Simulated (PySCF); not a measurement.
C₂H₃N, charge -1, doublet, at a GFN2-xTB geometry (a state made from the parent by changing its charge; the spin is typed, not shown lowest) (in this run its highest filled SCF level lies above zero, so its values depend strongly on the basis, on diffuse functions most of all); DF-REVPBE/cc-pVDZ (PySCF).

PySCF was given this input:
```python
from pyscf import gto, scf, dft

mol = gto.M(
    atom='''
C    -1.14762513    0.02603731    0.00494983
C     0.34331707   -0.39971770    0.11496049
N     1.35031630    0.27156055   -0.09560609
H    -1.65947905   -0.62089377   -0.72103085
H    -1.64071404   -0.11653138    0.97659776
H    -1.32617261    1.07858365   -0.30578618
''',
    basis='cc-pvdz',
    charge=-1,
    spin=1,
    verbose=4,
)

mf = dft.UKS(mol)
mf.xc = 'revpbe'
mf = mf.density_fit(auxbasis='def2-universal-jkfit')
mf.kernel()
```

Problem. Predict the main parts of the log of this PySCF run.

Solution. 
```
PySCF version 2.14.0

[INPUT] verbose = 4
[INPUT] num. atoms = 6
[INPUT] num. electrons = 23
[INPUT] charge = -1
[INPUT] spin (= nelec alpha-beta = 2S) = 1
[INPUT] symmetry False subgroup None
[INPUT] Mole.unit = angstrom
[INPUT] Symbol           X                Y                Z      unit          X                Y                Z       unit  Magmom
[INPUT]  1 C     -1.147625130000   0.026037310000   0.004949830000 AA   -2.168697189368   0.049203384920   0.009353823063 Bohr   0.0
[INPUT]  2 C      0.343317070000  -0.399717700000   0.114960490000 AA    0.648775236188  -0.755356980141   0.217243841246 Bohr   0.0
[INPUT]  3 N      1.350316300000   0.271560550000  -0.095606090000 AA    2.551727988536   0.513175065736  -0.180669325941 Bohr   0.0
[INPUT]  4 H     -1.659479050000  -0.620893770000  -0.721030850000 AA   -3.135960913953  -1.173319177749  -1.362550833862 Bohr   0.0
[INPUT]  5 H     -1.640714040000  -0.116531380000   0.976597760000 AA   -3.100500184329  -0.220212393118   1.845502300264 Bohr   0.0
[INPUT]  6 H     -1.326172610000   1.078583650000  -0.305786180000 AA   -2.506103026800   2.038227700934  -0.577852132877 Bohr   0.0

nuclear repulsion = 56.6690933735205
number of shells = 24
number of NR pGTOs = 99
number of NR cGTOs = 57
basis = cc-pvdz
ecp = {}

******** <class 'pyscf.df.df_jk.DFUKS'> ********
method = DFUKS
initial guess = minao
damping factor = 0
level_shift factor = 0
DIIS = <class 'pyscf.scf.diis.CDIIS'>
diis_start_cycle = 1
diis_space = 8
diis_damp = 0
SCF conv_tol = 1e-09
SCF conv_tol_grad = None
SCF max_cycles = 50
direct_scf = False
number electrons alpha = 12  beta = 11
XC library pyscf.dft.libxc version 7.1.2
    S. Lehtola, C. Steigemann, M. J. T. Oliveira, and M. A. L. Marques,  SoftwareX 7, 1–5 (2018)
XC functionals = revpbe
    Y. Zhang and W. Yang,  Phys. Rev. Lett. 80, 890 (1998)
    J. P. Perdew, K. Burke, and M. Ernzerhof,  Phys. Rev. Lett. 77, 3865 (1996)
    J. P. Perdew, K. Burke, and M. Ernzerhof,  Phys. Rev. Lett. 78, 1396 (1997)
radial grids:
    Treutler-Ahlrichs [JCP 102, 346 (1995); DOI:10.1063/1.469408] (M4) radial grids

becke partition: Becke, JCP 88, 2547 (1988); DOI:10.1063/1.454033
pruning grids: <function nwchem_prune>
grids dens level: 3
symmetrized grids: False
atomic radii adjust function: <function treutler_atomic_radii_adjust>
small_rho_cutoff = 0
Set gradient conv threshold to 3.16228e-05
tot grids = 71568
init E= -132.705183699968

cycle= 1 E= -132.539018020385  delta_E= 0.166  |g|= 0.419  |ddm|= 1.82
cycle= 2 E= -131.918522510714  delta_E= 0.62  |g|= 1.03  |ddm|= 7.52
cycle= 3 E= -132.585708863512  delta_E= -0.667  |g|= 0.351  |ddm|= 6.56
cycle= 4 E= -132.649102469849  delta_E= -0.0634  |g|= 0.053  |ddm|= 0.446
cycle= 5 E= -132.650279152075  delta_E= -0.00118  |g|= 0.0398  |ddm|= 0.503
cycle= 6 E= -132.651251724255  delta_E= -0.000973  |g|= 0.0132  |ddm|= 0.221
cycle= 7 E= -132.651349046498  delta_E= -9.73e-05  |g|= 0.00226  |ddm|= 0.0265
cycle= 8 E= -132.651354177365  delta_E= -5.13e-06  |g|= 0.000788  |ddm|= 0.00803
cycle= 9 E= -132.651354827839  delta_E= -6.5e-07  |g|= 0.000225  |ddm|= 0.00401
cycle= 10 E= -132.651354912562  delta_E= -8.47e-08  |g|= 9.57e-05  |ddm|= 0.00115
cycle= 11 E= -132.651354925904  delta_E= -1.33e-08  |g|= 2.71e-05  |ddm|= 0.000336
cycle= 12 E= -132.651354926788  delta_E= -8.84e-10  |g|= 1.67e-05  |ddm|= 0.000117
Extra cycle  E= -132.651354925475  delta_E= 1.31e-09  |g|= 5.46e-05  |ddm|= 0.000154
converged SCF energy = -132.651354925475  <S^2> = 0.75184461  2S+1 = 2.0018438
```
